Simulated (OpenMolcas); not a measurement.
# CH3I (methyl iodide): a line through the functionals

CH3I: 5 atoms, total charge 0, spin state singlet. As SMILES, `CI`. Geometry: relaxed at PBE0-D4/def2-TZVP.

The HOMO–LUMO gap y, in eV, basis def2-SVPD with a core potential; a is the functional's share of exact exchange. Programs: OpenMolcas 26.06.

| functional | program | a | y (eV) |
| --- | --- | --- | --- |
| BLYP | OpenMolcas | 0 | 4.29 |
| r2SCAN | OpenMolcas | 0 | 4.95 |
| B3LYP | OpenMolcas | 0.2 | ? |
| PBE0 | OpenMolcas | 0.25 | 6.41 |
| BHLYP | OpenMolcas | 0.5 | 8.18 |

Problem. Fit y = c + s·a to the known rows and predict B3LYP.

Solution. 
1. Means of the 4 rows: a = 0.1875, y = 5.957.
2. Σ(Δa)² = 0.17188, Σ(Δa·Δy) = 1.2244, so the slope is 1.2244/0.17188 = 7.1236.
3. Intercept: 5.957 − (7.1236) × 0.1875 = 4.621. The largest residual of the fit is 0.33.
4. B3LYP: 4.621 + (7.1236) × 0.2 = 6.05 eV.

The run gave 5.90 eV, so the prediction is off by +0.15 eV, within the scatter of the fit. Exact exchange lowers occupied levels and raises empty ones. The rows mix families of semi-local functionals, which the line can't see.
